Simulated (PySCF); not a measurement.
## Correlation energy of Si²⁺ (silicon, charge +2)

[Ne] 3s2, closed-shell 1S. Computed with PySCF 2.14 in x2c-TZVPPall with one added diffuse shell each of s, p, d type (6s6p4d1f, 51 functions), with the spin-free X2C one-electron Hamiltonian (Gaussian nucleus). Frozen: [Ne]; 2 electrons correlated.

With two correlated electrons CCSD is exact within the correlated space (frozen core and kept virtual orbitals).

| level | correlation energy (mhartree) |
| --- | --- |
| CCSD | -44.52 |

Diagnostics: T1 = 0.0059, D1 = 0.0083, largest double amplitude 0.115.

Cost of the coupled-cluster step: of the order of 0.5 core-seconds, for 2 correlated electrons.

Iterations:

```
CC2 = 0
CCSD nocc = 1, nmo = 46
frozen orbitals [0, 1, 2, 3, 4]
max_cycle = 100
direct = 0
conv_tol = 1e-08
conv_tol_normt = 1e-06
diis_space = 8
diis_start_cycle = 0
Init t2, MP2 energy = -288.624154147032  E_corr(MP2) -0.0316500089754409
Init E_corr(CCSD) = -0.031650008975598
cycle = 1  E_corr(CCSD) = -0.0392520800677214  dE = -0.00760207109  norm(t1,t2) = 0.0457513
cycle = 2  E_corr(CCSD) = -0.0421599949758317  dE = -0.00290791491  norm(t1,t2) = 0.0204912
cycle = 3  E_corr(CCSD) = -0.0445312663686281  dE = -0.00237127139  norm(t1,t2) = 0.00959936
cycle = 4  E_corr(CCSD) = -0.0445185323341884  dE = 1.27340344e-05  norm(t1,t2) = 0.000449305
cycle = 5  E_corr(CCSD) = -0.0445265875866798  dE = -8.05525249e-06  norm(t1,t2) = 2.96595e-05
cycle = 6  E_corr(CCSD) = -0.0445243733066674  dE = 2.21428001e-06  norm(t1,t2) = 6.91954e-06
cycle = 7  E_corr(CCSD) = -0.0445246955195725  dE = -3.22212905e-07  norm(t1,t2) = 1.33439e-06
cycle = 8  E_corr(CCSD) = -0.0445246918621142  dE = 3.65745828e-09  norm(t1,t2) = 8.28649e-08
CCSD converged
E(CCSD) = -288.6370288299186  E_corr = -0.04452469186211418
```
